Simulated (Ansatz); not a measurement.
Reaction (ligand exchange at the Si–Te bond): `C[SiH2][Te][SiH3]` + `[OH][GeH2][OH]` → `[OH][GeH2][O][SiH3]` + `C[SiH2][TeH]`

Computed with Ansatz on PBE0-D4/def2-TZVP structures; ΔE is electronic, products minus reactants. CCSD(T)/CBS adds triple-zeta CCSD(T) − MP2 to the extrapolated MP2 energy (def2 sets, frozen cores). DFT in def2-TZVPP. B3LYP here is the variant with VWN-RPA as its local correlation; programs differ in this. def2 core potentials past Kr. For Ge, Te outer-core shells are correlated without core-valence functions, which leaves a few kJ/mol of doubt a bond. Scalar relativity is left out up to krypton. Each species was taken in one conformer, which may not be the lowest.

`C[SiH2][Te][SiH3]`:

Cartesian coordinates in Å:
```
C 1.199 1.494 -0.202
Si 1.358 -0.366 -0.196
Te 0.001 -1.426 1.619
Si -2.110 -0.969 0.383
H 0.160 1.793 -0.359
H 1.533 1.910 0.750
H 1.806 1.923 -1.004
H 2.761 -0.782 0.067
H 0.921 -0.932 -1.500
H -2.128 -1.689 -0.916
H -3.228 -1.443 1.237
H -2.274 0.485 0.122
```

`[OH][GeH2][OH]`:

Z-matrix (Å, degrees):
```
Ge
O 1 1.773
O 1 1.776 2 110.8
H 1 1.525 2 104.9 3 114.7
H 1 1.543 2 109.7 3 -119.9
H 2 0.959 1 113.6 3 70.1
H 3 0.959 1 113.3 2 -91.5
```

`[OH][GeH2][O][SiH3]`:

```xyz
10

O    -1.977    0.415   -0.801
Ge   -0.561   -0.571   -1.199
O     0.824    0.012   -0.267
Si    1.102    0.250    1.330
H    -1.906    1.321   -1.110
H    -0.150   -0.406   -2.668
H    -0.932   -1.988   -0.754
H     0.602    1.582    1.763
H     2.568    0.183    1.559
H     0.429   -0.798    2.148
```

`C[SiH2][TeH]`:

Z-matrix (Å, degrees):
```
C
Si 1 1.867
H 1 1.091 2 110.6
H 1 1.094 2 110.3 3 120.3
H 1 1.092 2 110.6 3 -119.9
Te 2 2.500 1 112.6 3 58.0
H 2 1.486 1 110.5 3 -178.9
H 2 1.487 1 111.4 3 -57.8
H 6 1.658 2 91.7 1 64.0
```

```json
{"level": "PBE0-D4", "ΔE (kJ/mol)": "-27.5"}
{"level": "B3LYP-D4", "ΔE (kJ/mol)": "-43.3"}
{"level": "B2PLYP", "ΔE (kJ/mol)": "-46.8"}
{"level": "SCS-MP2/def2-QZVPP", "ΔE (kJ/mol)": "-44.2"}
```

Q: What does CCSD(T)/CBS give? (An estimate is asked.)

A: The calculation gave: -38.6 kJ/mol. The listed levels differ from it by 11.1, -4.7, -8.2, -5.6 kJ/mol.

Largest T1 diagnostic among the species: 0.012.

In def2-TZVPP, CCSD(T) changes the Hartree–Fock value by +21.8 kJ/mol (the triples alone add +4.2 kJ/mol) and MP2 by +28.7 kJ/mol. The D4 term adds +5.0 kJ/mol with B3LYP and +2.8 kJ/mol with PBE0; it sums over pairs of atoms, weighted by their polarisabilities, and B3LYP, whose exchange is more repulsive, gets the larger term.
